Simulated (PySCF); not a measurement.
## TDDFT excited states: C2H5ClS2Si

Compound: C2H5ClS2Si.
Cartesian coordinates in Å at the GFN2-xTB level; atoms count from 1:
```
atom  x, y, z in Å
C1    -2.153   -0.085   -0.311
C2    -0.718   -0.274    0.033
S3    -0.207   -1.493    0.994
S4     0.356    0.909   -0.638
Si5    2.291    0.278    0.195
Cl6    2.376    0.691    2.141
H7    -2.700   -1.016   -0.177
H8    -2.262    0.276   -1.332
H9    -2.583    0.667    0.354
H10    2.453   -1.119   -0.148
H11    3.153    1.167   -0.566
```

The calculation used PySCF 2.14.0, density-fitted response routines, TDDFT PBE0/def2-SVPD, vertical, gas phase, core orbitals frozen in the response.

**Question.** List the vertical singlet excitations with oscillator strengths and describe the spectrum.

**Answer.** 

```csv
state,λ (nm),E (eV),f,|μ| (D),"main configurations (H = HOMO, L = LUMO)"
S1,451.4,2.75,0.0000,0.06,H→L (100%)
S2,277.1,4.47,0.110,2.54,H-1→L (93%)
S3,243.6,5.09,0.0085,0.66,H→L+1 (98%)
S4,233.5,5.31,0.0009,0.21,H-2→L (96%)
S5,220.0,5.64,0.0031,0.38,"H-1→L+1 (72%), H→L+2 (25%)"
S6,219.5,5.65,0.012,0.75,"H→L+2 (73%), H-1→L+1 (24%)"
S7,206.5,6.00,0.015,0.82,H-3→L (88%)
S8,201.5,6.15,0.103,2.10,H→L+3 (89%)
```

Triplets, Tamm–Dancoff:

| state | E (eV) | λ (nm) | main configurations (H = HOMO, L = LUMO) |
| --- | --- | --- | --- |
| T1 | 2.34 | 529.1 | H→L (99%) |
| T2 | 2.88 | 430.9 | H-1→L (94%) |
| T3 | 4.77 | 259.8 | H→L+1 (91%) |

The lowest singlet lies at 2.75 eV (451 nm, visible) and is dark (f under 0.0005); its leading configuration is HOMO→LUMO (100%). The most intense listed level is S2 at 4.47 eV (277 nm, f = 0.110), 1.73 eV above S1. S1 has the pattern of n→π* at C=S. The listed states span 3.41 eV, and the widest gap between neighbours is 1.73 eV (S1 to S2). Weighted by f, the mean energy of these states is 5.34 eV. Of the 8 states listed, 4 reach f = 0.01 and 1 stays under 0.0005. S1 lies in the visible range (380 to 750 nm), at 451 nm, dark in the vertical dipole picture (f under 0.0005); light of that wavelength is blue, and its complementary colour is yellow; a Tamm–Dancoff triplet lies at 529 nm, without intensity as long as spin–orbit coupling is left out. Singlets were solved by full linear response, triplets in the Tamm–Dancoff approximation.

One conformer stands for the species.
